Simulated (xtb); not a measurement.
BBr₃, triplet, geometry from GFN2-xTB of the parent state (a higher spin typed on purpose: for a closed-shell molecule this is an excited state); GFN1-xTB (xtb).

Here is a job for xtb.
```
$ xtb mol.xyz --gfn 1 --chrg 0 --uhf 2 --json

# file mol.xyz
4

B      0.01808306    -0.01978242    -0.03760993
Br    -1.50731106    -1.11118164    -0.13755349
Br     0.01971195     1.66670358    -0.86448993
Br     1.48501581    -0.55269588     1.00741627
```

Problem. Write the output that xtb gives for this input, abridged.

Solution. 
```
   ID    Z sym.   atoms
    1    5 B      1
    2   35 Br     2-4

           -------------------------------------------------
          |                Calculation Setup                |
           -------------------------------------------------

           -------------------------------------------------
          |                 G F N 1 - x T B                 |
           -------------------------------------------------

          ...................................................
          :                      SETUP                      :
          :.................................................:
          :  # basis functions                  34          :
          :  # atomic orbitals                  31          :
          :  # shells                           11          :
          :  # electrons                        24          :
          :  # halogen bonds                     0          :
          :  max. iterations                   250          :
          :  Hamiltonian                  GFN1-xTB          :
          :  restarted?                      false          :
          :  GBSA solvation                  false          :
          :  PC potential                    false          :
          :  electronic temp.          300.0000000     K    :
          :  accuracy                    1.0000000          :
          :  -> integral cutoff          0.2500000E+02      :
          :  -> integral neglect         0.1000000E-07      :
          :  -> SCF convergence          0.1000000E-05 Eh   :
          :  -> wf. convergence          0.2000000E-04 e    :
          :  Broyden damping             0.4000000          :
          :  net charge                          0          :
          :  unpaired electrons                  2          :
          ...................................................

 iter      E             dE          RMSdq      gap      omega  full diag
   1    -13.0073964 -0.130074E+02  0.721E+00    0.68       0.0  T
   2    -13.0265642 -0.191678E-01  0.471E+00    1.01       1.0  T
   3    -13.0260214  0.542749E-03  0.110E+00    0.89       1.0  T
   4    -13.0271480 -0.112656E-02  0.451E-02    0.97       1.1  T
   5    -13.0271561 -0.811079E-05  0.638E-03    0.96       7.8  T
   6    -13.0271564 -0.286127E-06  0.331E-03    0.96      15.1  T
   7    -13.0271564 -0.437979E-07  0.919E-04    0.96      54.4  T
   8    -13.0271564  0.810124E-08  0.105E-03    0.96      47.6  T
   9    -13.0271564 -0.108676E-07  0.374E-06    0.96   13357.8  T
  10    -13.0271564 -0.799361E-13  0.848E-08    0.96  100000.0  T

   *** convergence criteria satisfied after 10 iterations ***

 transition dipole moment (au) for excitation:          12          13
     X       Y       Z
  -0.0000  -0.0000   0.0000  total (au/Debye):    0.000   0.000
 dE (eV)             :    4.869
 oscillator strength :  0.20586E-19

         :::::::::::::::::::::::::::::::::::::::::::::::::::::
         ::                     SUMMARY                     ::
         :::::::::::::::::::::::::::::::::::::::::::::::::::::
         :: total energy             -12.956922426174 Eh    ::
         :: gradient norm              0.095658901421 Eh/a0 ::
         :: HOMO-LUMO gap              0.961069465515 eV    ::
         ::.................................................::
         :: SCC energy               -13.027156449093 Eh    ::
         :: -> electrostatic           0.001965879602 Eh    ::
         :: repulsion energy           0.072178468122 Eh    ::
         :: dispersion energy         -0.001944445203 Eh    ::
         :: halogen bond corr.         0.000000000000 Eh    ::
         :: add. restraining           0.000000000000 Eh    ::
         :: total charge               0.000000000000 e     ::
         :::::::::::::::::::::::::::::::::::::::::::::::::::::

           -------------------------------------------------
          |                Property Printout                |
           -------------------------------------------------

    * Orbital Energies and Occupations

         #    Occupation            Energy/Eh            Energy/eV
      -------------------------------------------------------------
         1        2.0000           -0.7305022             -19.8780
         2        2.0000           -0.7298326             -19.8598
         3        2.0000           -0.7298326             -19.8598
         4        2.0000           -0.5708635             -15.5340
         5        2.0000           -0.5033074             -13.6957
         6        2.0000           -0.5033074             -13.6957
         7        2.0000           -0.4880092             -13.2794
         8        2.0000           -0.4544971             -12.3675
         9        2.0000           -0.4544971             -12.3675
        10        1.9630           -0.4477191             -12.1831
        11        1.9630           -0.4477191             -12.1831
        12        1.0741           -0.4422242             -12.0335
        13        1.0000           -0.2632992              -7.1647 (HOMO)
        14                         -0.2279805              -6.2037 (LUMO)
        15                         -0.1643599              -4.4725
        16                         -0.1643599              -4.4725
        17                         -0.1208302              -3.2880
        18                         -0.1204660              -3.2780
        19                         -0.1204660              -3.2780
        20                         -0.1069588              -2.9105
        21                         -0.1069588              -2.9105
        22                         -0.0952650              -2.5923
        23                         -0.0874909              -2.3807
        24                         -0.0874909              -2.3807
       ...                                ...                  ...
        31                          0.5619982              15.2927
      -------------------------------------------------------------
                  HL-Gap            0.0353187 Eh            0.9611 eV
             Fermi-level           -0.3451316 Eh           -9.3915 eV

  Mulliken/CM5 charges         n(s)   n(p)   n(d)
     1B     0.15857 -0.13939   0.894  1.948  0.000
     2Br   -0.05286  0.04646   1.937  5.015  0.102
     3Br   -0.05286  0.04646   1.937  5.015  0.102
     4Br   -0.05286  0.04646   1.937  5.015  0.102

Wiberg/Mayer (AO) data.
largest (>0.10) Wiberg bond orders for each atom

 ---------------------------------------------------------------------------
     #   Z sym  total        # sym  WBO       # sym  WBO       # sym  WBO
 ---------------------------------------------------------------------------
     1   5 B    3.252 --     2 Br   1.084     4 Br   1.084     3 Br   1.084
     2  35 Br   1.563 --     1 B    1.084     3 Br   0.240     4 Br   0.240
     3  35 Br   1.563 --     1 B    1.084     4 Br   0.240     2 Br   0.240
     4  35 Br   1.563 --     1 B    1.084     3 Br   0.240     2 Br   0.240
 ---------------------------------------------------------------------------

Topologies differ in total number of bonds
Writing topology from bond orders to xtbtopo.mol

 dipole moment from electron density (au)
     X       Y       Z
  -0.0086   0.0094   0.0179  total (Debye):    0.056

           -------------------------------------------------
          | TOTAL ENERGY              -12.956922426174 Eh   |
          | GRADIENT NORM               0.095658901421 Eh/α |
          | HOMO-LUMO GAP               0.961069465515 eV   |
           -------------------------------------------------

normal termination of xtb
```
